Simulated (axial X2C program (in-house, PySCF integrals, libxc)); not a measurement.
SrS: cheaper levels and CCSD(T), two-component

Calculated with an in-house relativistic program for diatomic molecules. Two-component (2c) means X2C with spin–orbit coupling and atomic mean-field two-electron Coulomb and Gaunt terms. Basis: Sr dyall-cv3z [13s12p8d5f1g], S dyall-av3z [9s8p3d2f] (cores contracted in-house); Gaussian nuclei, density fitting, unrestricted open shells. Masses: Sr 87.906 u, S 31.972 u.

State: Ω = 0 (closed shell); fragments Sr + S.

| level | Re (Å) | ωe (cm⁻¹) | De (eV) |
| --- | --- | --- | --- |
| PBE0 | 2.420 | 405.9 | 3.64 |
| HF | 2.464 | 405.4 | 1.50 |
| MP2 | 2.500 | 367.5 | 3.46 |
| CCSD | 2.487 | 380.8 | 2.92 |
| B3LYP | 2.447 | 388.5 | 3.41 |

Correlated methods: 8 electrons correlated (number of frozen shells: Sr 4 s, 3 p, 1 d; S 2 s, 1 p), 262 virtual spin orbitals or spinors in MP2, 90 natural virtuals in coupled cluster.

CCSD(T), same Hamiltonian and basis:

Re = 2.502 Å, ωe = 366.4 cm⁻¹, De = 3.16 eV; T1 = 0.020 (Lee–Taylor normalisation).

Q: Give the differences from CCSD(T) in the columns below.

A: 

```
level  ΔRe (Å)  Δωe (cm⁻¹)  ΔDe (eV)
 PBE0   -0.082          40      0.48
   HF   -0.038          39     -1.66
  MP2   -0.002           1      0.30
 CCSD   -0.015          14     -0.24
B3LYP   -0.055          22      0.25
```

One determinant describes the state; a PBE0 search over occupations chose it and may have missed a lower one. The closed shell is kept restricted, so the energy runs too high when the bond is stretched far. Dissociation energies refer to the lowest single-determinant-based atoms at the same level and basis. CCSD and (T) use frozen natural virtuals with an MP2 correction for the truncation; (T) itself is uncorrected, so its De runs slightly low. In 2c an atomic determinant is not the ground J level, so De misses part of the atomic spin–orbit lowering. This holds for PBE0, B3LYP. Without a current term, density functionals place determinants with orbital angular momentum somewhat too high. The outer-core s and p shells of the metal are frozen in the correlated rows, which leaves out core–valence correlation; for alkali and alkaline-earth bonds that tends to lengthen them. With the outer-core shells frozen, correlated bond lengths of heavy atoms tend to come out a few hundredths of an ångström too long.
